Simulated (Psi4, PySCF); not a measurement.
The Psi4 input:
```
memory 2 GB

molecule {
0 1
  C    -0.01277935    0.00575548    0.78091376
  Cl    0.02591339    1.46008427   -0.22991785
  Cl   -0.01872900   -1.46331993   -0.20910236
  H    -0.92568470    0.02391950    1.37405321
  H     0.88022607   -0.00344613    1.40380793
}

set basis def2-svp
set scf_type pk
set puream true
set d_convergence 1e-8
set dft_radial_points 99
set dft_spherical_points 590

energy('wb97x')
print_variables()
```

Question: Convert this to an input for PySCF.

Answer: Several could match; the one computed here: 
```python
from pyscf import gto, scf, dft

mol = gto.M(
    atom='''
C    -0.012779    0.005755    0.780914
Cl    0.025913    1.460084   -0.229918
Cl   -0.018729   -1.463320   -0.209102
H    -0.925685    0.023919    1.374053
H     0.880226   -0.003446    1.403808
''',
    basis='def2-svp',
    charge=0,
    spin=0,
    verbose=3,
)

mf = dft.RKS(mol)
mf.xc = 'wb97x'
mf.grids.atom_grid = (99, 590)
mf.grids.prune = None
mf.kernel()
```

Both were run: Psi4 gave -959.368216 Eh and PySCF -959.368216 Eh, 0.001 mEh apart.
